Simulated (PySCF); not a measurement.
WS₂ClBr, SMILES [S]=[W](=[S])([Cl])[Br], multiplicity 1.

Geometry optimised at PBE0-D3(BJ)/def2-SVP. The spin state was assumed, not searched. The structure was generated by enumeration; whether it is a known compound was not checked. The def2 effective core potentials stand for the cores of W; spin–orbit coupling is left out.

All values below come from TDDFT-PBE0/def2-SVPD run with PySCF 2.14.0.

Vertical excitations. The molecule is in vacuum. State labels are in the subgroup Cs.

```
state  symmetry  energy (eV)  λ (nm)      f                                                                 main pairs
-----  --------  -----------  ------  -----  -------------------------------------------------------------------------
S1           A"         2.75     451  0.009                                                             HOMO→LUMO 95 %
S2           A'         2.78     446  0.002                                                           HOMO→LUMO+1 98 %
S3           A"         3.40     365  0.000                                                           HOMO−1→LUMO 96 %
S4           A'         3.57     347  0.016                                                           HOMO−2→LUMO 94 %
S5           A"         3.58     347  0.000                                                           HOMO→LUMO+2 95 %
S6           A"         3.92     317  0.001                                       HOMO−2→LUMO+1 64 %, HOMO→LUMO+3 35 %
S7           A'         3.98     311  0.009                                       HOMO−1→LUMO+1 73 %, HOMO−3→LUMO 16 %
S8           A'         4.35     285  0.000                      HOMO→LUMO+4 46 %, HOMO−3→LUMO 45 %, HOMO−2→LUMO+2 8 %
S9           A"         4.35     285  0.009                   HOMO−1→LUMO+2 53 %, HOMO→LUMO+3 27 %, HOMO−2→LUMO+1 11 %
S10          A'         4.44     279  0.007  HOMO→LUMO+4 39 %, HOMO−2→LUMO+2 37 %, HOMO−3→LUMO 12 %, HOMO−1→LUMO+1 9 %
T1           A"         2.30     539      0                                                             HOMO→LUMO 94 %
T2           A'         2.49     498      0                                                           HOMO→LUMO+1 97 %
T3           A'         3.02     411      0                                                         HOMO−1→LUMO+1 77 %
T4           A"         3.13     396      0                                                           HOMO−1→LUMO 82 %
```
Triplets are in the Tamm–Dancoff approximation, which puts them higher than full response would, so one can lie above its singlet here.
